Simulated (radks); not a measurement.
Problem. Coherent X-ray form factor from a spherical all-electron density. All-electron calculation, scalar-relativistic Kohn-Sham, Slater X-alpha with alpha = 0.665, spin-unpolarised, spherical densities, finite nucleus; Fermi nuclear charge, rms radius of each element as measured or else 0.836 A^(1/3) + 0.57 fm. Program: a radial shooting solver on a logarithmic mesh with Libxc functionals.

| sin(theta)/lambda (1/angstrom) | f0 (electrons) |
|---|---|
| 0.05 | 2.879 |
| 0.1 | 2.589 |
| 0.15 | 2.270 |
| 0.2 | 2.012 |
| 0.25 | 1.830 |
| 0.3 | 1.703 |
| 0.4 | 1.516 |
| 0.5 | 1.343 |
| 0.6 | 1.169 |
| 0.8 | 0.849 |
| 1 | 0.601 |
| 1.25 | 0.388 |
| 1.5 | 0.254 |
| 2 | 0.116 |

The species is in the configuration that NIST lists as its ground one. Which atom or ion scatters so?

Solution. The beryllium ion Be+, [He] 2s1. Extrapolating in s^2 from the first two rows gives f0(0) = 3.0, near the electron count 3; among species with that count, the fall with angle is slower the higher Z, and the table is that of Z = 4; from so few rows the species is fixed only to a neighbour or two.
